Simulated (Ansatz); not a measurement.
Saddle point of Si$_{2}$H$_{6}$Cl$_{2}$OF$_{2}$, closed shell (Si₂H₃Cl₂F ([F][Si]([SiH3])([Cl])[Cl]) + H₂O + HF → SiCl₂F₂ ([F][Si]([F])([Cl])[Cl]) + SiH₄ + H₂O; bonds formed: Si1–F7, Si2–H8, H6–O9; bonds broken: Si1–Si2, H6–F7, H8–O9), PBE0-D4/def2-TZVP structure:

Si1  (-0.700, -0.821, 0.587)
Si2  (-0.013, 0.195, -1.604)
Cl3  (0.018, -2.580, -0.418)
Cl4  (-2.632, -1.476, 0.788)
F5  (0.276, -1.030, 1.864)
H6  (0.458, 1.492, 1.344)
F7  (-1.113, 0.742, 1.125)
H8  (0.843, 0.603, 0.085)
O9  (1.328, 1.276, 0.922)
H10  (-1.339, -0.275, -2.082)
H11  (0.025, 1.676, -1.799)
H12  (1.099, -0.445, -2.340)
H13  (1.750, 0.643, 1.527)
(Å)

Energies are electronic, without zero-point energy. Barriers and step energies count from the start structure reached by relaxing down the imaginary mode; all methods use the PBE0-D4 structures, on which another method's saddle can fall below an end. Program: Ansatz 0.2.0. Basis: def2-TZVPP, with def2-QZVPP for the basis limit. Cores are frozen in the correlated methods. B3LYP uses VWN-RPA correlation. Extrapolation: Hartree–Fock as exp(−7.88 √X), correlation as X^−2.97.

| method | barrier (kJ/mol) | step energy (kJ/mol) |
| --- | --- | --- |
| SPW92 | 88.7 | -56.0 |
| PBE-D4 | 138.2 | -70.5 |
| BLYP-D4 | ? | -88.9 |
| r2SCAN-D4 | 139.6 | -96.3 |
| B97M-V | 151.5 | -109.0 |
| PBE0-D4 | 156.2 | -80.7 |
| B3LYP-D4 | ? | -95.2 |
| r2SCAN0-D4 | ? | -98.8 |
| BHLYP-D4 | 197.9 | -106.1 |
| CAM-B3LYP-D4 | 178.2 | -100.3 |
| wB97X-V | 173.1 | -98.1 |
| wB97M-V | 163.4 | -102.3 |
| B2PLYP | 182.9 | -103.2 |
| PBE-QIDH | 169.3 | -95.2 |
| RPA on PBE | 181.0 | -109.3 |
| HF | 264.3 | -139.2 |
| MP2 | 175.0 | -105.9 |
| CCSD | 196.6 | -110.0 |
| CCSD(T) | 181.5 | -104.5 |

(1) Fill in the withheld barriers. (To be estimated.)

No T1 diagnostic of these runs exceeds 0.012.

Answers

(1) By the calculation: B3LYP-D4 176.8; r2SCAN0-D4 156.0; BLYP-D4 164.7 kJ/mol. Each is the energy of the saddle less that of the start structure, by the same method.

For comparison, the barrier by CCSD(T) at an estimated basis limit (MP2 extrapolated from triple and quadruple zeta, plus CCSD(T) − MP2 in triple zeta) is 175.9 kJ/mol.

Labels in which every atom is bracketed show which atoms are joined, not bond orders.

For scale, one of the runs: CCSD(T)/def2-TZVPP, 345 basis functions, launched by `ansatz run in.yaml --threads 4 --pin off --events-out ev --progress --plain --max-ram 66560MiB --backend cuda --devices 0, --max-vram 37GiB`. The run took 14 s on 4 CPU threads of an AMD EPYC 7R13 and a share of one NVIDIA H100 (shared host), with 0.85 GiB of host memory at its peak.
